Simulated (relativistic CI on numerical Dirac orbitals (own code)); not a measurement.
# What each ingredient does to the levels of Ni³⁺

Base calculation: Dirac-Coulomb-Breit CI, KLI orbitals optimised for each configuration, a model potential for QED, valence Slater integrals scaled by 0.85, P86 correlation energy added to each configuration.

Configurations in the expansion (outside the closed core [Ne] 3s2): 3p⁶3d⁷, 3p⁶3d⁶4s, 3p⁶3d⁶4p, 3p⁶3d⁶4d, 3p⁶3d⁶5s, 3p⁶3d⁵4s², 3p⁶3d⁶5p, 3p⁵3d⁸, 3p⁶3d⁶4f, 3p⁶3d⁶5d, 3p⁶3d⁵4s4p, 3p⁶3d⁶6s, 3p⁶3d⁶6p, 3p⁶3d⁶5f, 3p⁶3d⁶5g, 3p⁶3d⁶6d, 3p⁶3d⁵4p², 3p⁶3d⁵4s4d, 3p⁴3d⁹. Levels of other configurations are missing.

Variants: (1) Slater integrals left unscaled; (2) self-excluded LDA correlation estimate; (3) configuration mixing switched off; (4) QED terms removed. Shifts of the energy above 3p⁶3d⁷ ⁴F9/2, in cm⁻¹, for the lowest level and the first level of each name with at least 55 % of one term (blank where a level changes its place among those of its configuration and J or its character, or is not in the variant):

```tsv
Level	Base	Δ(1)	Δ(2)	Δ(3)	Δ(4)	Measured
3p⁶3d⁷ ⁴F9/2	0.0	0.0	0.0	0.0	0.0	0.0
3p⁶3d⁷ ⁴F7/2	1147.8	-1.4	+0.1	+9.4	-4.8	1189.7
3p⁶3d⁷ ⁴F5/2	1968.9	+5.5	+0.2	+21.3	-8.0	2042.5
3p⁶3d⁷ ⁴F3/2	2524.2	+13.4	+0.3	+31.1	-10.0	2621.1
3p⁶3d⁷ ⁴P5/2	17016.8	+2671.8	+6.9	+1936.5	-3.0	18118.6
3p⁶3d⁷ ⁴P3/2	17314.4	+2697.3	+6.4	+1932.1	-3.2	18366.8
3p⁶3d⁷ ⁴P1/2	17849.3	+2674.5	+6.8	+1933.8	-6.3	18958.4
3p⁶3d⁷ ²G9/2	19063.9	+3160.1	-4.2	-174.5	-2.4	19829.6
3p⁶3d⁷ ²G7/2	20131.6	+3149.0	-4.2	-149.8	-7.0	20947.6
3p⁶3d⁷ ²P3/2	23016.2	+3461.5	-3.3	+2003.7	-2.2	23648.9
3p⁶3d⁷ ²P1/2	24244.1	+3459.9	-3.5	+1931.7	-8.0	24651.4
3p⁶3d⁷ ²D5/2	24914.2	+3641.9	-3.5	+2395.7	-3.6	27096.5
3p⁶3d⁷ ²H11/2	26073.6	+4618.7	-1.4	-1011.6	-3.4	26649.1
3p⁶3d⁷ ²D3/2	26817.6	+3629.4	-3.4	+2253.4	-12.9	28777.7
3p⁶3d⁷ ²H9/2	27054.5	+4593.6	-1.4	-988.9	-7.9	27677.6
3p⁶3d⁷ ²F5/2	41874.5	+6979.0	+2.3	+1542.0	-3.6	43437.5
3p⁶3d⁷ ²F7/2	42283.0	+6971.4	+2.3	+1535.1	-5.9	43858.6
3p⁶3d⁶4s ⁶D9/2	111196.5	-2892.2	+392.9	-747.6	-106.6	110410.6
3p⁶3d⁶4s ⁶D7/2	111958.8	-2895.1	+392.9	-739.9	-109.7	111195.8
3p⁶3d⁶4s ⁶D5/2	112513.2	-2892.6	+393.0	-735.4	-111.8	111763.3
3p⁶3d⁶4s ⁶D3/2	112893.4	-2889.5	+393.0	-732.6	-113.2	112151.9
3p⁶3d⁶4s ⁶D1/2	113116.3	-2887.3	+393.0	-731.0	-114.0	112379.3
```

Correlation outside the listed configurations is missing or only estimated: errors of thousands of cm⁻¹ between configurations and terms are usual at this charge. Rates and lifetimes follow the computed energies and can be off by large factors. The fine structure of a lone outer electron comes out too small, for d and f at times inverted, and misplaced configurations move strength between like terms. 54 of the 54 excited levels that our extract of the measured tables holds in this range could be paired (the sources list more); they are missed by 972 cm⁻¹ on average and 4806 at most, and levels without a partner can miss by more.

Measured levels: Corliss and Sugar, J. Phys. Chem. Ref. Data 10, 197 (1981).

Ionisation energy from the two ground configurations alone: base 54.68 eV; Slater integrals left unscaled 54.36 eV; self-excluded LDA correlation estimate 55.17 eV. The NIST ASD value (semi-empirical) is 54.92 eV.
